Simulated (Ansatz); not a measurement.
Consider the substitution at a C–C bond: `CC(F)C(F)(F)F` + `[OH][Ge]([OH])([F])[Cl]` → `C[O][Ge]([OH])([F])[Cl]` + `FCC(F)(F)F`.

Calculated with Ansatz (gas phase, PBE0-D4/def2-TZVP geometries, no zero-point term in ΔE). CBS: MP2 limit from def2 TZ/QZ plus the TZ coupled-cluster correction, frozen cores. DFT in def2-TZVPP. B3LYP here is the variant with VWN-RPA as its local correlation; programs differ in this. For Ge outer-core shells are correlated without core-valence functions, which leaves a few kJ/mol of doubt a bond. Scalar relativity is left out up to krypton. One conformer a species, not always the lowest.

```csv
level,ΔE (kJ/mol),difference from CCSD(T)/CBS
PBE-D4,72.3,-4.1
r2SCAN-D4,76.5,0.1
PBE0-D4,74.6,-1.8
B3LYP-D4,67.6,-8.8
ωB97X-V,72.8,-3.6
ωB97M-V,76.3,-0.1
B2PLYP,71.4,-5.0
PBE,72.3,-4.1
r2SCAN,76.6,0.2
PBE0,74.8,-1.6
B3LYP,67.7,-8.7
HF/def2-TZVPP,64.1,-12.3
MP2/def2-TZVPP,78.6,2.2
SCS-MP2/def2-TZVPP,72.6,-3.8
CCSD/def2-TZVPP,73.7,-2.7
CCSD(T)/def2-TZVPP,74.4,-2.0
HF/def2-QZVPP,63.4,-13.0
MP2/def2-QZVPP,79.5,3.1
SCS-MP2/def2-QZVPP,73.7,-2.7
HF/CBS(def2),63.3,-13.1
MP2/CBS(def2),80.6,4.2
CCSD/CBS(def2),75.7,-0.7
CCSD(T)/CBS,76.4,0
```

Largest T1 diagnostic among the species: 0.012.

In def2-TZVPP, CCSD(T) changes the Hartree–Fock value by +10.3 kJ/mol (the triples alone add +0.7 kJ/mol) and MP2 by +14.5 kJ/mol.

CCSD(T)/CBS has its own doubt, a few kJ/mol and more with outer-core shells, so smaller differences from it don't rank the levels.
